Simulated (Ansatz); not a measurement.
Input and output for H$_{8}$SSi$_{3}$ (`[SiH3][SiH2]S[SiH3]`).

```yaml
crystal:
  periodic: [false, false, false]
  atoms:
    - {symbol: Si, position_ang: [-0.838919, 1.981684, -0.042750]}
    - {symbol: Si, position_ang: [-0.204929, 0.151810, 1.268779]}
    - {symbol: S, position_ang: [1.716569, -0.575576, 0.642399]}
    - {symbol: Si, position_ang: [1.007470, -1.864004, -0.906598]}
    - {symbol: H, position_ang: [-0.869181, 1.588961, -1.476221]}
    - {symbol: H, position_ang: [-2.187539, 2.472968, 0.352783]}
    - {symbol: H, position_ang: [0.149299, 3.077394, 0.140023]}
    - {symbol: H, position_ang: [-1.202855, -0.950231, 1.168531]}
    - {symbol: H, position_ang: [-0.068552, 0.543110, 2.696181]}
    - {symbol: H, position_ang: [0.035545, -1.150712, -1.775316]}
    - {symbol: H, position_ang: [0.345524, -3.063602, -0.335581]}
    - {symbol: H, position_ang: [2.194468, -2.266899, -1.698333]}
basis:
  gaussian: {orbitals: aug-cc-pVTZ}
hamiltonian: {xc: {name: wB97M-V}}
output: {forces: true}
```

```sh
$ ansatz run in.yaml --threads 4 --pin off --events-out ev --progress --plain --max-ram 10444MiB
```

Shortened log:

```
Functional definition: wB97M-V
1860 factors; their error is unknown
684 factors; integrals over basis functions are off by at most 2.1e-5 eV
mean field evaluation 1: about -34597.3700 eV, gradient 1.4e1 eV
mean field evaluation 2: about -34597.9825 eV, gradient 6.3e0 eV
mean field evaluation 4: about -34598.0911 eV, gradient 2.7e-1 eV
mean field evaluation 8: about -34598.1040 eV, gradient 2.2e-2 eV
mean field evaluation 16: about -34598.1952 eV, gradient 4.5e-5 eV
mean field -34598.19521947 eV, -1271.4602228166 hartree, gradient 4.5e-5 eV, S^2 0.000000; 0 other end points of the search recorded, 0 dependent functions left out
reference -34598.19532101 eV, -1271.4602265481 hartree; 33, 33 occupied and 351, 351 virtual orbitals, 1860 factors
Total energy: -34598.19532101 eV, -1271.4602265481 hartree
Atom 0 at    -0.838919     1.981684    -0.042750 Å, force    -0.026860     0.074282    -0.051303 eV/Å
Atom 1 at    -0.204929     0.151810     1.268779 Å, force    -0.202657     0.051606     0.148322 eV/Å
Atom 2 at     1.716569    -0.575576     0.642399 Å, force     0.170333     0.033680     0.059287 eV/Å
Atom 3 at     1.007470    -1.864004    -0.906598 Å, force    -0.045917    -0.184226    -0.212244 eV/Å
Atom 4 at    -0.869181     1.588961    -1.476221 Å, force     0.004822     0.027960     0.105157 eV/Å
Atom 5 at    -2.187539     2.472968     0.352783 Å, force     0.106227    -0.042550    -0.028653 eV/Å
Atom 6 at     0.149299     3.077394     0.140023 Å, force    -0.073380    -0.086917    -0.012400 eV/Å
Atom 7 at    -1.202855    -0.950231     1.168531 Å, force     0.075448     0.064854    -0.001515 eV/Å
Atom 8 at    -0.068552     0.543110     2.696181 Å, force    -0.015901    -0.030555    -0.109970 eV/Å
Atom 9 at     0.035545    -1.150712    -1.775316 Å, force     0.064267    -0.042258     0.076587 eV/Å
Atom 10 at     0.345524    -3.063602    -0.335581 Å, force     0.048515     0.102253    -0.036488 eV/Å
Atom 11 at     2.194468    -2.266899    -1.698333 Å, force    -0.104897     0.031870     0.063219 eV/Å
Dipole moment:    -0.183472    -0.018707    -0.061332 e Å
```

Hardware: 4 threads of an Arm Neoverse V1 on a shared host. Wall time 35 s, peak host memory 2.6 GiB.
